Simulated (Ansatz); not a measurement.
Stepwise reaction of `[Cl][GeH2][Br]` with hydrogen chloride, as a gas-phase model of exchange steps in deposition or etching. ΔE in kJ/mol; ΔG adds harmonic PBE0-D4 terms to CCSD(T)/CBS, at 1 bar.

Program: Ansatz. Geometries: PBE0-D4/def2-TZVP. ΔE: electronic, gas phase. CBS: MP2 limit from def2 TZ/QZ plus the TZ coupled-cluster correction, frozen cores. This one scheme is used for every species. DFT in def2-TZVPP. B3LYP here is the variant with VWN-RPA as its local correlation; programs differ in this. For Br, Ge outer-core shells are correlated without core-valence functions, which leaves a few kJ/mol of doubt a bond. Scalar relativity is left out up to krypton.

| step | reaction | PBE-D4 | B3LYP-D4 | ωB97M-V | CCSD(T)/CBS | ΔG(500 K) |
| --- | --- | --- | --- | --- | --- | --- |
| 2 | `[Cl][GeH]([Cl])[Br]` + HCl → `[Cl][Ge]([Cl])([Cl])[Br]` + H₂ | -46.4 | -46.0 | -43.8 | -42.0 | -30.6 |

(1) Give the row of step 1, `[Cl][GeH2][Br]` + HCl → `[Cl][GeH]([Cl])[Br]` + H₂. (Best estimate.)

(2) By hand: ΔE of the 2 steps together at CCSD(T)/CBS.

## Answers

(1) The calculation gave: 
```json
{"step": "1", "reaction": "`[Cl][GeH2][Br]` + HCl → `[Cl][GeH]([Cl])[Br]` + H₂", "PBE-D4": "-53.4", "B3LYP-D4": "-52.4", "ωB97M-V": "-50.4", "CCSD(T)/CBS": "-49.2", "ΔG(500 K)": "-42.8"}
```

(2) (-49.2) + (-42.0) = -91.2 kJ/mol, or -45.6 kJ/mol a step.

In ΔE each step is higher than the one before. All are downhill at CCSD(T)/CBS. ΔG lies between -42.8 and -30.6 kJ/mol a step. PBE-D4 differs from CCSD(T)/CBS by -4.4 to -4.2 kJ/mol a step. Isolated molecules leave out the surface, adducts and barriers. Largest T1 diagnostic: 0.009.
